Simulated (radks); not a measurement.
Question: These are the eigenvalues of the occupied orbitals of an atom or ion with whole-number occupations (Ry). Calculated with a radial shooting solver on a logarithmic mesh with Libxc functionals: Dirac Kohn-Sham, relativistic LDA (MacDonald-Vosko exchange, VWN5 correlation), spin-unpolarised, spherical densities, finite nucleus; Fermi nuclear charge, rms radius of each element as measured or else 0.836 A^(1/3) + 0.57 fm.

1s1/2: -4610.737
2s1/2: -786.4878
2p1/2: -751.6047
2p3/2: -670.4791
3s1/2: -179.2621
3p1/2: -163.6637
3p3/2: -146.3455
3d3/2: -119.6245
3d5/2: -115.8216
4s1/2: -36.64182
4p1/2: -30.26559
4p3/2: -26.30866
4d3/2: -15.76003
4d5/2: -15.03415
5s1/2: -5.74860
5p1/2: -3.96623
5p3/2: -3.45124
4f5/2: -2.07485
4f7/2: -1.96235
6s1/2: -1.31385

Which element is it, and in what charge state? The configuration may be excited. Open shells, if any, fill j = l - 1/2 first.

Answer: Z = 71, lutetium, charge +2: Lu2+ in [Xe] 4f14 6s1. The list shows which subshells hold electrons but not how many an open one holds; the 1s level, -2305.4 hartree, gives Z - s = 67.9 by -(Z - s)^2/2, which with screening and relativity narrows Z to a few neighbours, and the depths of the outer levels then fix element, charge and occupations together.
